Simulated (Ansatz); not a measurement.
C2H3B, SMILES `B1C=C1` (charge 0, multiplicity 1).

Cartesian coordinates (Å):
```xyz
6

B      0.9058    -0.0763    -0.3913
C     -0.3453     0.6797    -0.5178
C     -0.4391    -0.6137    -0.1564
H      2.0781    -0.1750    -0.4403
H     -0.9962     1.5206    -0.7066
H     -1.2033    -1.3353     0.0915
```
Charge 0, spin multiplicity 1.

Frozen-core energies in cc-pVTZ from Ansatz (a first-principles code) at a geometry from B3LYP-D3(BJ)/def2-TZVP; the HF reference has <S^2> = 0.00 and the T1 diagnostic is 0.010.

```tsv
level	energy (Ha)	difference from CCSDT(Q) (mHa)
HF	-102.13806	444.22
MP2	-102.53875	43.53
CCSD	-102.56065	21.63
CCSD(T)	-102.58087	1.41
CCSDT	-102.58114	1.14
CCSDT(Q)	-102.58229	0.00
```
